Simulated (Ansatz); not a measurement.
Consider the ligand exchange at the Sn–Br bond: `[Cl][SnH]([Cl])[Br]` + H₂S → `[SH][SnH]([Cl])[Cl]` + HBr.

Program: Ansatz. Geometries: PBE0-D4/def2-TZVP. ΔE: electronic, gas phase. CCSD(T)/CBS is the MP2 limit (def2-TZVPP, def2-QZVPP) plus CCSD(T) − MP2 in def2-TZVPP, frozen cores. This one scheme is used for every species. DFT in def2-TZVPP. B3LYP here is the variant with VWN-RPA as its local correlation; programs differ in this. HSE06 is defined as in plane-wave codes. def2 core potentials past Kr. For Br, Sn outer-core shells are correlated without core-valence functions, which leaves a few kJ/mol of doubt a bond. Scalar relativity is left out up to krypton. Each species was taken in one conformer, which may not be the lowest.

| level | ΔE (kJ/mol) |
| --- | --- |
| PBE-D4 | 34.3 |
| BLYP-D4 | 36.1 |
| B3LYP-D4 | 38.4 |
| PBE-QIDH | 38.2 |
| HSE06 | 37.7 |
| LC-ωPBE | 38.0 |
| CCSD/def2-TZVPP | 37.4 |
| HF/def2-QZVPP | 49.8 |

**Question.** What does CCSD(T)/CBS give? (Estimate.)

**Answer.** Ansatz gave: +39.6 kJ/mol. The listed levels differ from it by -5.3, -3.5, -1.2, -1.4, -1.9, -1.6, -2.2, 10.2 kJ/mol.

Largest T1 diagnostic among the species: 0.011.

In def2-TZVPP, CCSD(T) changes the Hartree–Fock value by −13.6 kJ/mol (the triples alone add −1.9 kJ/mol) and MP2 by −13.6 kJ/mol. Leaving LDA and LC-ωPBE aside and taking each functional with its dispersion term where it has one, the values, not all of them listed here, spread over 9.1 kJ/mol, from revPBE-D4 to BHLYP-D4. LDA lies −3.0 kJ/mol from PBE without D4.
